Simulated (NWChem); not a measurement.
All runs are NWChem calculations. System: C2H8Si, charge 0, spin multiplicity 1, at a geometry optimised with B3LYP/def2-SVP. The structure started from a generated list of species. Level: LDA (SVWN5)/def2-TZVP.

Output (cleaned and shortened):

```
             Northwest Computational Chemistry Package (NWChem) 7.3.0
             --------------------------------------------------------

                                NWChem Input Module
                                -------------------

 Scaling coordinates for geometry "geometry" by  1.889725989
 (inverse scale =  0.529177249)

 Turning off AUTOSYM since
 SYMMETRY directive was detected!

                             Geometry "geometry" -> ""
                             -------------------------

 Output coordinates in angstroms (scale by  1.889725989 to convert to a.u.)

  No.       Tag          Charge          X              Y              Z
 ---- ---------------- ---------- -------------- -------------- --------------
    1 Si                  14.0000     0.00000000     0.00000000    -0.54898300
    2 C                    6.0000    -1.56303100     0.00000000     0.51236500
    3 C                    6.0000     1.56303100     0.00000000     0.51236500
    4 H                    1.0000     0.00000000     1.20637300    -1.43482200
    5 H                    1.0000     0.00000000    -1.20637300    -1.43482200
    6 H                    1.0000    -1.60218800    -0.89119900     1.16007400
    7 H                    1.0000    -2.46790000     0.00000000    -0.11663200
    8 H                    1.0000    -1.60218800     0.89119900     1.16007400
    9 H                    1.0000     2.46790000     0.00000000    -0.11663200
   10 H                    1.0000     1.60218800    -0.89119900     1.16007400
   11 H                    1.0000     1.60218800     0.89119900     1.16007400

 Effective nuclear repulsion energy (a.u.)     113.1646895832

            Nuclear Dipole moment (a.u.)
            ----------------------------
        X                 Y               Z
 ---------------- ---------------- ----------------
     0.0000000000     0.0000000000     0.0000113384

      Symmetry information
      --------------------

 Group name             C2v
 Group number             16
 Group order               4
 No. of unique centers     5

      Symmetry unique atoms

     1    2    4    6    7


 Summary of "ao basis" -> "" (spherical)
 ------------------------------------------------------------------------------
       Tag                 Description            Shells   Functions and Types
 ---------------- ------------------------------  ------  ---------------------
 *                         def2-tzvp                  on all atoms
[...]
              MO Center= -1.7D-15,  3.6D-15, -9.1D-01, r^2= 3.0D+00
   Bfn.  Coefficient  Atom+Function         Bfn.  Coefficient  Atom+Function
  ----- ------------  ---------------      ----- ------------  ---------------
    16      0.260774   1 Si py              101      0.213059   4 H  s
   107     -0.213059   5 H  s               102      0.151820   4 H  s
   108     -0.151820   5 H  s               100      0.133287   4 H  s
   106     -0.133287   5 H  s                19      0.120393   1 Si py
     7     -0.117420   1 Si py               13      0.115968   1 Si py

 Vector   17  Occ=2.000000D+00  E=-2.792045D-01  Symmetry=b1
              MO Center= -1.6D-14,  1.9D-15,  2.1D-01, r^2= 3.3D+00
   Bfn.  Coefficient  Atom+Function         Bfn.  Coefficient  Atom+Function
  ----- ------------  ---------------      ----- ------------  ---------------
    15      0.269720   1 Si px               43     -0.234831   2 C  px
    74     -0.234831   3 C  px               46     -0.176490   2 C  px
    77     -0.176490   3 C  px               49     -0.127158   2 C  px
    80     -0.127158   3 C  px                6     -0.121561   1 Si px
    12      0.120804   1 Si px              119      0.095379   7 H  s

 Vector   18  Occ=0.000000D+00  E= 3.976404D-03  Symmetry=a1
              MO Center= -5.2D-13, -1.1D-14,  3.9D-01, r^2= 7.0D+00
   Bfn.  Coefficient  Atom+Function         Bfn.  Coefficient  Atom+Function
  ----- ------------  ---------------      ----- ------------  ---------------
    42      2.363798   2 C  s                73      2.363798   3 C  s
    20     -1.174497   1 Si pz              114     -0.840445   6 H  s
   126     -0.840445   8 H  s               138     -0.840445  10 H  s
   144     -0.840445  11 H  s               120     -0.725767   7 H  s
   132     -0.725767   9 H  s                 5     -0.593908   1 Si s

 Vector   19  Occ=0.000000D+00  E= 5.124305D-03  Symmetry=b1
              MO Center=  4.8D-13,  4.7D-15, -6.6D-01, r^2= 6.7D+00
   Bfn.  Coefficient  Atom+Function         Bfn.  Coefficient  Atom+Function
  ----- ------------  ---------------      ----- ------------  ---------------
    42      2.251341   2 C  s                73     -2.251341   3 C  s
    18      1.731508   1 Si px              114     -0.498062   6 H  s
   126     -0.498062   8 H  s               138      0.498062  10 H  s
   144      0.498062  11 H  s               120     -0.408185   7 H  s
   132      0.408185   9 H  s                15      0.399783   1 Si px

 Vector   20  Occ=0.000000D+00  E= 4.170058D-02  Symmetry=a1
              MO Center=  6.6D-15, -3.1D-17, -9.7D-01, r^2= 7.0D+00
   Bfn.  Coefficient  Atom+Function         Bfn.  Coefficient  Atom+Function
  ----- ------------  ---------------      ----- ------------  ---------------
     5      1.747833   1 Si s                20      1.733920   1 Si pz
   120     -1.375961   7 H  s               132     -1.375961   9 H  s
    49     -1.167640   2 C  px               80      1.167640   3 C  px
   114     -0.364673   6 H  s               126     -0.364673   8 H  s
   138     -0.364673  10 H  s               144     -0.364673  11 H  s

 center of mass
 --------------
 x =  -0.00000000 y =   0.00000000 z =  -0.04761117

 moments of inertia (a.u.)
 ------------------
         108.673185299361           0.000000000000           0.000000000000
           0.000000000000         376.942543841273           0.000000000000
           0.000000000000           0.000000000000         312.088102054602

     Multipole analysis of the density
     ---------------------------------

     L   x y z        total         alpha         beta         nuclear
     -   - - -        -----         -----         ----         -------
     0   0 0 0     -0.000000    -17.000000    -17.000000     34.000000

     1   1 0 0     -0.000000     -0.000000     -0.000000      0.000000
     1   0 1 0     -0.000000     -0.000000     -0.000000      0.000000
     1   0 0 1      0.316252      0.158120      0.158120      0.000011

     2   2 0 0    -21.342984   -103.101130   -103.101130    184.859277
     2   1 1 0      0.000000      0.000000      0.000000      0.000000
     2   1 0 1      0.000000      0.000000      0.000000      0.000000
     2   0 2 0    -22.158606    -21.948934    -21.948934     21.739262
     2   0 1 1      0.000000      0.000000      0.000000      0.000000
     2   0 0 2    -22.588710    -41.465007    -41.465007     60.341304

 Task  times  cpu:        3.4s     wall:        3.4s

 Total times  cpu:        3.4s     wall:        3.4s
```

**Question.** Write an NWChem input that would produce this output.

**Answer.** One answer among several that fit: 
```
start mol
memory heap 200 mb stack 900 mb global 1100 mb
geometry units angstroms nocenter noautoz
  Si     0.000000     0.000000    -0.548983
  C     -1.563031     0.000000     0.512365
  C      1.563031     0.000000     0.512365
  H      0.000000     1.206373    -1.434822
  H      0.000000    -1.206373    -1.434822
  H     -1.602188    -0.891199     1.160074
  H     -2.467900     0.000000    -0.116632
  H     -1.602188     0.891199     1.160074
  H      2.467900     0.000000    -0.116632
  H      1.602188    -0.891199     1.160074
  H      1.602188     0.891199     1.160074
  symmetry group C2v
end
basis spherical
  * library def2-tzvp
end
dft
  xc slater vwn_5
  semidirect memsize 60000000 filesize 0
  iterations 100
end
task dft energy
```
